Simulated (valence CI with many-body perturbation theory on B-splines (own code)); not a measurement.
## Sm²⁹⁺: calculated level list

Level of theory: valence CI with perturbative core correlation (CI+MBPT): five valence electrons over a frozen Dirac-Fock core [Ar] 3d10, a basis of 11 s, 11 p, 10 d, 8 f, 5 g, 2 h functions for each j, with the one-electron correlation potential Σ1 (screened to all orders), the two-electron term Σ2, the three-electron term Σ3, Breit, model QED; selected single and double excitations, second order for the rest, scaled by the run's own slope (own B-spline code, finite nucleus).

The last digits are not significant, and no measured levels were compared; by estimate large intervals hold to a few tenths of a per cent, small ones and those within an open d or f shell to about a per cent. Among the levels kept, up to 2200 cm⁻¹ of a level comes from second order outside the variational space, and about a tenth of that is noise between levels of different J, which matters for small intervals.

Levels 1 to 45 of 170, with energies above the lowest level, (4s^2 4p1/2^2 4p3/2) J=3/2. "Leading %" is the weight of the configuration and term that name the level; weights of strongly mixed levels are sums over their largest components and can fall short, so below about 35 % the name and the second component can differ from the true leading terms, or belong to a minority configuration. In the jj column 3d3/2^4 stands for four electrons in 3d with j = 3/2. Lifetimes count E1, E2, E3, M1 and M2 decay at the calculated energies, and are blank where another channel may lead or the interval is too uncertain; long ones can be off by a factor of two.

| No. | Configuration | Term | J | E (cm⁻¹) | Leading % | Lifetime | Second component | Leading jj |
| --- | --- | --- | --- | --- | --- | --- | --- | --- |
| 1 | 4s2.4p3 | 2P° | 3/2 | 0 | 43 |  | 32 % 4s2.4p3 4S° | 4s^2 4p1/2^2 4p3/2 (98 %) |
| 2 | 4s2.4p3 | 4S° | 3/2 | 256100 | 52 | 2.88 μs | 46 % 4s2.4p3 2D° | 4s^2 4p1/2 4p3/2^2 (98 %) |
| 3 | 4s2.4p3 | 2D° | 5/2 | 289320 | 98 | 14.4 μs |  | 4s^2 4p1/2 4p3/2^2 (98 %) |
| 4 | 4s2.4p3 | 2P° | 1/2 | 331340 | 98 | 3.45 μs |  | 4s^2 4p1/2 4p3/2^2 (98 %) |
| 5 | 4s2.4p3 | 2P° | 3/2 | 592430 | 54 | 1.24 μs | 28 % 4s2.4p3 2D° | 4s^2 4p3/2^3 (97 %) |
| 6 | 4s.4p4 | 4P | 5/2 | 799300 | 73 | 58.9 ps | 19 % 4s.4p4 2D | 4s 4p1/2^2 4p3/2^2 (90 %) |
| 7 | 4s.4p4 | 2D | 3/2 | 866390 | 19 | 33.9 ps | 17 % 4s.4p4 2P | 4s 4p1/2^2 4p3/2^2 (47 %) |
| 8 | 4s.4p4 | 2S | 1/2 | 897020 | 48 | 14.0 ps | 41 % 4s.4p4 4P | 4s 4p1/2^2 4p3/2^2 (87 %) |
| 9 | 4s2.4p2.4d | 4F | 3/2 | 943950 | 29 | 8.91 ps | 17 % 4s.4p4 4P | 4s^2 4p1/2^2 4d3/2 (51 %) |
| 10 | 4s2.4p2.4d | 4F | 5/2 | 1006400 | 27 | 9.68 ps | 26 % 4s2.4p2.4d 4D | 4s^2 4p1/2^2 4d5/2 (86 %) |
| 11 | 4s.4p4 | 4P | 3/2 | 1080200 | 55 | 23.1 ps | 23 % 4s.4p4 2D | 4s 4p1/2 4p3/2^3 (79 %) |
| 12 | 4s.4p4 | 2D | 5/2 | 1119800 | 56 | 47.3 ps | 16 % 4s.4p4 4P | 4s 4p1/2 4p3/2^3 (71 %) |
| 13 | 4s2.4p2.4d | 2P | 3/2 | 1141500 | 25 | 73.1 ps | 25 % 4s2.4p2.4d 4F | 4s^2 4p1/2 4p3/2 4d3/2 (70 %) |
| 14 | 4s2.4p2.4d | 4D | 1/2 | 1142400 | 46 | 27.9 ps | 17 % 4s2.4p2.4d 2P | 4s^2 4p1/2 4p3/2 4d3/2 (68 %) |
| 15 | 4s2.4p2.4d | 2F | 5/2 | 1163100 | 54 | 82.5 ps | 36 % 4s2.4p2.4d 4F | 4s^2 4p1/2 4p3/2 4d3/2 (80 %) |
| 16 | 4s2.4p2.4d | 2G | 7/2 | 1187300 | 37 | 4.06 ns | 32 % 4s2.4p2.4d 4F | 4s^2 4p1/2 4p3/2 4d3/2 (88 %) |
| 17 | 4s2.4p2.4d | 4D | 1/2 | 1207000 | 39 | 5.96 ps | 26 % 4s.4p4 2P | 4s 4p1/2 4p3/2^3 (43 %) |
| 18 | 4s2.4p2.4d | 4D | 7/2 | 1217400 | 48 | 3.90 ns | 33 % 4s2.4p2.4d 4F | 4s^2 4p1/2 4p3/2 4d5/2 (98 %) |
| 19 | 4s.4p4 | 2P | 3/2 | 1231900 | 32 | 3.72 ps | 24 % 4s2.4p2.4d 4D | 4s 4p1/2 4p3/2^3 (48 %) |
| 20 | 4s2.4p2.4d | 2G | 9/2 | 1252300 | 53 |  | 46 % 4s2.4p2.4d 4F | 4s^2 4p1/2 4p3/2 4d5/2 (97 %) |
| 21 | 4s2.4p2.4d | 4P | 5/2 | 1264200 | 38 | 2.61 ps | 18 % 4s2.4p2.4d 4F | 4s^2 4p1/2 4p3/2 4d5/2 (54 %) |
| 22 | 4s2.4p2.4d | 2P | 3/2 | 1272500 | 30 | 2.04 ps | 25 % 4s2.4p2.4d 4D | 4s^2 4p1/2 4p3/2 4d3/2 (45 %) |
| 23 | 4s2.4p2.4d | 4P | 1/2 | 1302100 | 38 | 1.62 ps | 32 % 4s2.4p2.4d 2S | 4s^2 4p1/2 4p3/2 4d3/2 (80 %) |
| 24 | 4s2.4p2.4d | 4D | 5/2 | 1303100 | 38 | 2.42 ps | 20 % 4s2.4p2.4d 2D | 4s^2 4p1/2 4p3/2 4d5/2 (42 %) |
| 25 | 4s2.4p2.4d | 2P | 3/2 | 1315300 | 42 | 2.06 ps | 33 % 4s2.4p2.4d 4P | 4s^2 4p1/2 4p3/2 4d5/2 (45 %) |
| 26 | 4s2.4p2.4d | 2G | 7/2 | 1324900 | 40 | 6.16 ps | 33 % 4s2.4p2.4d 2F | 4s^2 4p1/2 4p3/2 4d5/2 (77 %) |
| 27 | 4s2.4p2.4d | 2D | 5/2 | 1357000 | 53 | 1.84 ps | 28 % 4s2.4p2.4d 2F | 4s^2 4p1/2 4p3/2 4d5/2 (72 %) |
| 28 | 4s2.4p2.4d | 2D | 3/2 | 1359100 | 71 | 5.12 ps | 9 % 4s2.4p2.4d 2P | 4s^2 4p1/2 4p3/2 4d5/2 (76 %) |
| 29 | 4s2.4p2.4d | 2P | 1/2 | 1384800 | 71 | 2.63 ps | 11 % 4s2.4p2.4d 2S | 4s^2 4p1/2 4p3/2 4d5/2 (72 %) |
| 30 | 4s.4p4 | 2P | 1/2 | 1454200 | 32 | 6.31 ps | 22 % 4s2.4p2.4d 2S | 4s 4p3/2^4 (54 %) |
| 31 | 4s2.4p2.4d | 2F | 7/2 | 1516900 | 47 | 54.1 ps | 41 % 4s2.4p2.4d 4D | 4s^2 4p3/2^2 4d5/2 (96 %) |
| 32 | 4s2.4p2.4d | 2P | 1/2 | 1527400 | 57 | 2.28 ps | 25 % 4s2.4p2.4d 4P | 4s^2 4p3/2^2 4d3/2 (70 %) |
| 33 | 4s2.4p2.4d | 4F | 9/2 | 1528800 | 52 | 2.29 μs | 46 % 4s2.4p2.4d 2G | 4s^2 4p3/2^2 4d5/2 (96 %) |
| 34 | 4s2.4p2.4d | 2D | 3/2 | 1534300 | 41 | 1.61 ps | 26 % 4s2.4p2.4d 4P | 4s^2 4p3/2^2 4d3/2 (87 %) |
| 35 | 4s2.4p2.4d | 2D | 5/2 | 1539900 | 34 | 1.69 ps | 18 % 4s2.4p2.4d 4P | 4s^2 4p3/2^2 4d3/2 (76 %) |
| 36 | 4s2.4p2.4d | 2F | 7/2 | 1568600 | 71 | 1.55 ps | 19 % 4s2.4p2.4d 2G | 4s^2 4p3/2^2 4d3/2 (84 %) |
| 37 | 4s2.4p2.4d | 2D | 3/2 | 1603600 | 55 | 1.88 ps | 28 % 4s2.4p2.4d 2P | 4s^2 4p3/2^2 4d3/2 (73 %) |
| 38 | 4s2.4p2.4d | 2D | 5/2 | 1611200 | 80 | 414 ps | 12 % 4s2.4p2.4d 4D | 4s^2 4p3/2^2 4d5/2 (96 %) |
| 39 | 4s2.4p2.4d | 2S | 1/2 | 1651700 | 29 | 1.80 ps | 18 % 4s2.4p2.4d 4P | 4s^2 4p3/2^2 4d5/2 (45 %) |
| 40 | 4s2.4p2.4d | 2D | 3/2 | 1671300 | 54 | 2.16 ps | 20 % 4s2.4p2.4d 2P | 4s^2 4p3/2^2 4d5/2 (79 %) |
| 41 | 4s.4p3.4d | 6D° | 5/2 | 1689300 | 37 | 63.3 ps | 20 % 4s.4p3.4d 4F° | 4s 4p1/2^2 4p3/2 4d3/2 (85 %) |
| 42 | 4s.4p3.4d | 6D° | 3/2 | 1690400 | 41 | 49.0 ps | 14 % 4s.4p3.4d 4P° | 4s 4p1/2^2 4p3/2 4d3/2 (82 %) |
| 43 | 4s.4p3.4d | 6D° | 1/2 | 1691500 | 52 | 83.3 ps | 34 % 4s.4p3.4d 4P° | 4s 4p1/2^2 4p3/2 4d3/2 (86 %) |
| 44 | 4s2.4p2.4d | 2D | 5/2 | 1695500 | 53 | 1.66 ps | 34 % 4s2.4p2.4d 2F | 4s^2 4p3/2^2 4d5/2 (84 %) |
| 45 | 4s.4p3.4d | 6D° | 7/2 | 1701700 | 39 | 122 ps | 21 % 4s.4p3.4d 4F° | 4s 4p1/2^2 4p3/2 4d3/2 (66 %) |

The ionisation energy to 4s2.4p2 3P_0 of the next ion comes out as 1103.9 eV (NIST: 1103 ± 4 eV (theoretical)). All 170 levels together are meant to be complete up to 2611100 cm⁻¹.
